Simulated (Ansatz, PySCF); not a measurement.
Gas-phase reaction (SMILES): F[Si](F)(F)F + [H][H] (H2) -> F[SiH](F)F + F (HF); hydrogen cleaves one Si-F bond, a model of a ligand-exchange step.

Geometries: B3LYP-D3(BJ)/def2-TZVP minima from Ansatz (a program for electronic structure). Valence correlation only, unless marked. No spin-orbit coupling. Non-relativistic. Basis-set limits of correlation are two-point, X^-3; Hartree-Fock from the larger set. The bracket is a focal-point correction in the basis named. Thermal terms are rigid-rotor harmonic-oscillator values from B3LYP-D3(BJ) frequencies (PySCF) at 298.15 K and 1 atm. 1 Eh = 627.5095 kcal/mol.

| species | E, RI-MP2/CBS(aug-cc-pV(T+d)Z,aug-cc-pV(Q+d)Z)+[CCSD(T)-MP2]/aug-cc-pV(T+d)Z (Ansatz) (Eh) | E, PBE-D3(BJ)/def2-TZVPD (Ansatz + dftd3) (Eh) | H - E (Eh) | G - E (Eh) |
|---|---|---|---|---|
| F[Si](F)(F)F | -688.52919 | -688.81417 | 0.01842 | -0.01381 |
| [H][H] (H2) | -1.17524 | -1.16598 | 0.01336 | -0.00144 |
| F[SiH](F)F | -589.26265 | -589.54280 | 0.02314 | -0.00844 |
| F (HF) | -100.39388 | -100.39533 | 0.01259 | -0.00713 |

Task: Work out ΔE and ΔH, ΔG, ΔS and the equilibrium constant at 298.15 K at the first level, then ΔH at the second.

Result: 
1. ΔE = [(-589.26265) + (-100.39388)] - [(-688.52919) + (-1.17524)] = 0.04790 Eh = 30.1 kcal/mol at RI-MP2/CBS(aug-cc-pV(T+d)Z,aug-cc-pV(Q+d)Z)+[CCSD(T)-MP2]/aug-cc-pV(T+d)Z.
2. The terms H - E add up to 0.00395 Eh, so ΔH = (0.04790 + (0.00395))×627.5095 = 32.5 kcal/mol.
3. The terms G - E add up to -0.00032 Eh, so ΔG = 29.9 kcal/mol, and ΔS = (0.00395 - (-0.00032))×627509.5/298.15 = 9.0 cal/(mol K).
4. log10 K = -ΔG/(RT ln 10) = -21.9, with RT ln 10 = 1.3642 kcal/mol.
5. At PBE-D3(BJ)/def2-TZVPD the same steps give ΔE = 26.4 and ΔH = 28.8 kcal/mol, a shift of -3.7 from the first level.
6. These values are not checked against measurement here, since the tables used lack a sound gas-phase enthalpy of formation for at least one species.
